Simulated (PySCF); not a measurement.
AsF2H3Si. Atoms are numbered in the order given.

```xyz
7

Si    -1.0154     0.3839     0.0000
F     -1.6759    -0.3161    -1.3035
F     -1.6759    -0.3161     1.3035
As     1.2957    -0.1020     0.0000
H     -1.4224     1.8088     0.0000
H      1.5230     0.9373     1.1017
H      1.5230     0.9373    -1.1017
```
Charge 0, spin multiplicity 1.

Geometry: B3LYP-D3(BJ)/def2-SVP.

Calculation: PySCF with PBE0/def2-TZVP.

Symmetry labels are those of the subgroup Cs that the program uses (full group Cs).

List the valence orbital energies around the gap with their symmetry. (The exact figures need the calculation; the answer reports its results.)


| orbital | symmetry | energy (eV) |
|---|---|---|
| HOMO−7 | A' | -13.42 |
| HOMO−6 | A' | -13.11 |
| HOMO−5 | A" | -12.40 |
| HOMO−4 | A" | -12.08 |
| HOMO−3 | A' | -11.32 |
| HOMO−2 | A" | -10.78 |
| HOMO−1 | A' | -9.45 |
| HOMO | A' | -8.03 |
| LUMO | A" | -0.15 |
| LUMO+1 | A' | -0.07 |
| LUMO+2 | A" | 0.55 |
| LUMO+3 | A' | 0.62 |
